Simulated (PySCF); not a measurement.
## Calculated data, CH5BGeO, CH6AlBGe, BGeH3N

Calculation on a computer-drawn molecule: optimised geometry and harmonic frequencies of an isolated molecule of the commonest isotopes, restricted reference for singlets and unrestricted otherwise, frozen core in MP2; on germanium a core potential holds 10 electrons, which the energies leave out, and 3d is frozen in MP2 and coupled-cluster steps. Program: PySCF 2.14.0.

Common to all runs: multiplicity 1; method HF; basis and core potential on germanium cc-pVDZ-PP ECP10MDF.

```yaml
- entry: 1
  formula: CH5BGeO
  start_structure:
    atoms_angstrom:
      - [B, -1.22, 1.1814, -0.4086]
      - [C, -0.2294, 0.3144, -0.0008]
      - [O, 0.2568, -0.9601, -0.0243]
      - [Ge, 1.2421, 1.5854, 0.7389]
      - [H, -2.0592, 1.9435, -0.616]
      - [H, 0.6209, -1.1415, 0.7688]
      - [H, 1.5813, 1.113, 2.0374]
      - [H, 0.7831, 3.1024, 0.7639]
      - [H, 2.4434, 1.4451, -0.1761]
  given:
    charge: 0
    basis: cc-pVDZ
    drawn_bonds_atom: [1, 2, 2, 1, 3, 4, 4, 4]
    drawn_bonds_other_atom: [2, 3, 4, 5, 6, 7, 8, 9]
    drawn_bonds_order: [2, 1, 1, 1, 1, 1, 1, 1]
  results:
    optimised_atom_element: [B, C, O, Ge, H, H, H, H, H]
    "optimised_atom_x [angstrom]": [-1.238, -0.1213, 0.1752, 1.287, -2.096, 0.4313, 1.699, 0.7558, 2.526]
    "optimised_atom_y [angstrom]": [1.127, 0.4185, -0.9241, 1.609, 1.864, -1.255, 1.135, 3.044, 1.566]
    "optimised_atom_z [angstrom]": [-0.3824, 0.0316, -0.08025, 0.7144, -0.7019, 0.7687, 2.118, 0.8012, -0.1863]
    "modes_frequency [cm^-1]": [164.4, 174.4, 235.9, 253.9, 348.2, 513.7, 654.2, 661.1, 687.6, 861.9, 919.3, 946.3, 972.8, 1108, 1372, 1664, 2189, 2215, 2228, 2946, 4122]
    "modes_reduced_mass [dalton]": [2.107, 1.261, 1.634, 1.846, 2.66, 2.369, 1.443, 1.601, 1.265, 1.676, 1.038, 1.021, 1.026, 6.415, 1.212, 5.573, 1.023, 1.024, 1.013, 1.134, 1.067]
    "rotational_constants [GHz]": [8.887, 3.103, 2.378]
    "total_energy [hartree]": -433.6063
    "convergence_status_largest_gradient_component [hartree/bohr]": 3.281e-05
- entry: 2
  formula: CH6AlBGe
  start_structure:
    atoms_angstrom:
      - [B, -1.9787, 1.3662, -0.7852]
      - [C, -0.8226, 0.76, -0.6688]
      - [Al, 0.5765, 1.2701, 0.5939]
      - [Ge, 0.1483, -0.7548, -1.4112]
      - [H, -2.982, 1.9796, -0.8766]
      - [H, 0.7482, 0.5497, 1.9532]
      - [H, 1.7717, 2.178, 0.183]
      - [H, 1.6205, -0.3193, -1.7152]
      - [H, -0.4302, -1.3454, -2.6175]
      - [H, 0.4056, -1.8973, -0.3858]
  given:
    charge: 0
    basis: "cc-pV(D+d)Z"
    drawn_bonds_atom: [1, 2, 2, 1, 3, 3, 4, 4, 4]
    drawn_bonds_other_atom: [2, 3, 4, 5, 6, 7, 8, 9, 10]
    drawn_bonds_order: [2, 1, 1, 1, 1, 1, 1, 1, 1]
  results:
    optimised_atom_element: [B, C, Al, Ge, H, H, H, H, H, H]
    "optimised_atom_x [angstrom]": [-1.505, -0.4108, 0.5688, 0.1131, -2.429, 1.885, 0.05286, 1.507, -0.881, 0.1561]
    "optimised_atom_y [angstrom]": [1.407, 0.6413, 1.469, -1.021, 2.103, 0.7904, 2.829, -0.8777, -1.401, -2.153]
    "optimised_atom_z [angstrom]": [-0.9316, -0.6289, 0.8082, -1.482, -1.149, 1.358, 1.435, -2.104, -2.587, -0.449]
    "modes_frequency [cm^-1]": [71.92, 125.1, 132.3, 183.7, 212.3, 418.9, 549.3, 637.2, 665.1, 679.5, 745.7, 788.9, 845.9, 935.3, 960.0, 965.0, 969.1, 1618, 1972, 1989, 2204, 2206, 2232, 2933]
    "modes_reduced_mass [dalton]": [1.081, 4.14, 2.983, 2.163, 1.238, 3.933, 1.298, 1.124, 1.3, 1.222, 2.444, 1.314, 1.061, 1.418, 1.397, 1.019, 1.022, 6.274, 1.05, 1.033, 1.023, 1.024, 1.012, 1.138]
    "rotational_constants [GHz]": [7.064, 1.793, 1.455]
    "total_energy [hartree]": -601.2938
    "convergence_status_largest_gradient_component [hartree/bohr]": 1.832e-05
- entry: 3
  formula: BGeH3N
  start_structure:
    atoms_angstrom:
      - [B, -1.8242, 2.6332, -1.627]
      - ["N", -1.2042, 2.081, -0.7339]
      - [Ge, -0.4226, 1.1424, 0.5237]
      - [H, -2.4693, 3.2511, -2.4038]
      - [H, 0.1432, -0.1797, 0.1313]
      - [H, -0.1766, 1.8848, 1.8309]
  given:
    charge: 1
    basis: cc-pVDZ
    drawn_bonds_atom: [1, 2, 1, 3, 3]
    drawn_bonds_other_atom: [2, 3, 4, 5, 6]
    drawn_bonds_order: [2, 1, 1, 1, 1]
  results:
    optimised_atom_element: [B, "N", Ge, H, H, H]
    "optimised_atom_x [angstrom]": [-1.865, -1.232, -0.3753, -2.45, 0.1445, -0.1749]
    "optimised_atom_y [angstrom]": [2.673, 2.042, 1.187, 3.256, -0.1899, 1.846]
    "optimised_atom_z [angstrom]": [-1.614, -0.7183, 0.4923, -2.441, 0.1696, 1.832]
    "modes_frequency [cm^-1]": [141.3, 157.4, 671.3, 714.6, 737.8, 827.5, 835.9, 931.7, 1886, 2354, 2377, 3014]
    "modes_reduced_mass [dalton]": [3.51, 4.175, 1.152, 9.371, 1.078, 1.326, 1.346, 1.025, 5.831, 1.014, 1.028, 1.172]
    "rotational_constants [GHz]": [143.1, 4.133, 4.017]
    "total_energy [hartree]": -374.0055
    "convergence_status_largest_gradient_component [hartree/bohr]": 4.029e-05
```
